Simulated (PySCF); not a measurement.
A GIAO shielding run with PySCF 2.14.0 with density-fitted response routines (density fitting, non-relativistic, gas phase) on SMILES [SiH3]S[SiH2]SCOC, C2H10OS2Si2:

```
$ OMP_NUM_THREADS=1 python probes_run.py task.json out

{"job": {"kind": "nmr", "xc": "PBE0", "basis": "pcSseg-1"}, "charge": 0, "multiplicity": 1}
C     -2.550742     0.532750     0.953008
O     -2.192575    -0.582852     0.165609
C     -1.729400    -0.256246    -1.094502
S     -0.005146     0.362394    -1.056026
Si     0.619025    -1.056525     0.435474
S      2.746918    -1.231532     0.482035
Si     3.573235     0.603906    -0.301466
H     -2.837481     0.142635     1.926630
H     -1.709010     1.223602     1.064835
H     -3.393826     1.067433     0.503830
H     -2.329353     0.519049    -1.582217
H     -1.738079    -1.169060    -1.690486
H      0.121230    -2.364391     0.056221
H      0.179626    -0.583379     1.740233
H      3.064018     0.792402    -1.649894
H      4.996754     0.321502    -0.249824
H      3.177808     1.690341     0.585554
```

Hardware: 1 thread of an Arm Neoverse N1, shared host. The job also computes population analyses, field gradients.

(1) How large is the calculation?

(2) How long does it take, and how much memory does it need?

## Answers

(1) 90 electrons, 197 basis functions and 1119 auxiliary functions.

(2) 80 s of wall time, with 12 SCF cycles and 4 response iterations; peak memory 0.89 GiB. Times on a shared host scatter by some tens of per cent.
